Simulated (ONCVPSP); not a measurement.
## tantalum (Ta), ONCV: configuration errors across variants

| Quantity | Value |
| --- | --- |
| Element | Ta |
| Generator | ONCVPSP 4.0.1 |
| Type | optimised norm-conserving Vanderbilt (ONCV) |
| Functional | PBEsol |
| Relativity | scalar-relativistic |
| Frozen core | [Kr] 4d10 |
| Valence charge | 27 |
| Reference configuration | 4f13 5s2 5p6 5d4 6s2 |
| Partial waves | 5s+6s: rc 1.70 bohr, ncon 4, nbas 8, qcut 9 1/bohr, 2 projectors; 5p: rc 2.00 bohr, ncon 4, nbas 9, qcut 5.5 1/bohr, 2 projectors, debl 2.5 Ha; 5d: rc 2.30 bohr, ncon 3, nbas 8, qcut 6.7 1/bohr, 2 projectors, debl 3.4 Ha; 4f: rc 0.95 bohr, ncon 3, nbas 8, qcut 21.3 1/bohr, 2 projectors, debl 1.8 Ha |
| Local potential | polynomial inside 0.90 bohr (lpopt 5, dvloc0 -1 Ha) |
| Core correction | Teter function, fcfact 1.75, rcfact 1.1 |

All-electron excitation energies from the reference (eV): (1) 4f14 5s2 5p6 5d3 6s2 -24.818; (2) 4f14 5s2 5p6 5d3 6s1 -16.312; (3) 4f14 5s2 5p6 5d3 6s0 -1.335; (4) 4f14 5s2 5p6 5d2 6s2 6p1 -21.785.

2 further variants failed, have other tests or another functional or relativity, and are left out.

A true bound ghost makes a file unfit for plane-wave use even where its test errors are small: the radial tests pick states by their node count and pass the ghost by.

Errors AE − PS in meV (a dash: test not solved or not reliable):

| change | (1) | (2) | (3) | (4) | bound ghosts | GHOST(+) flags above zero |
| --- | --- | --- | --- | --- | --- | --- |
| base | -152 | -122 | -91 | -239 | s | p |
| core correction Teter function, fcfact 1.75, rcfact 1.5 | -162 | -131 | -99 | -250 | s | p |
| d: qcut 9.7 | -149 | -119 | -88 | -236 | s | p |
| core correction Teter function, fcfact 3.4, rcfact 1.1 | -158 | -128 | -96 | -245 | s | p |
| p: qcut 8.1 | -180 | -149 | -116 | -264 | s | p |
| d: rc 1.88 | -129 | -102 | -75 | -210 | s | p |
| all radii but the core radius scaled by about 1.17 (s 2.00, p 2.34, d 2.70, f 1.12 bohr); local potential polynomial inside 1.06 bohr (lpopt 5, dvloc0 -1 Ha) | -33 | +6.2 | +52 | -126 | none | s, p, d |

(1) Give the same row for: f: nbas 6.

## Answers

(1) -121, -92, -60, -207; bound ghosts: s; GHOST(+) flags above zero: p.
